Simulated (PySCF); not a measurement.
How methods differ on the ionisation energy of Ni

Ni [Ar] 3d8 4s2 (3F) → Ni⁺ [Ar] 3d9 (2D), as a difference of total energies. Calculation: PySCF 2.14, in cc-pVDZ-DK (6s5p3d1f, 43 functions); scalar relativity by spin-free X2C-1e. Correlated levels: valence: [Ar] frozen. The calculations carry no spin-orbit coupling.

```json
{"method": "UHF", "ionisation energy (eV)": "8.182"}
{"method": "LDA", "ionisation energy (eV)": "7.772"}
{"method": "MP2 (valence)", "ionisation energy (eV)": "6.941"}
{"method": "SCS-MP2 (valence)", "ionisation energy (eV)": "7.181"}
```

How much does correlation contribute at MP2 (valence)?

6.941 − (8.182) = -1.241 eV, measured against UHF.

The reference lies between the lowest fine-structure levels, while these numbers refer to the centres of the terms.

Errors of the correlated levels include the incompleteness of this basis and the frozen core.

MP2 underrates the near-degeneracy of ns² with np² in the lower species.

For comparison: 7.640 eV (measured; NIST Atomic Spectra Database, ionization energies).
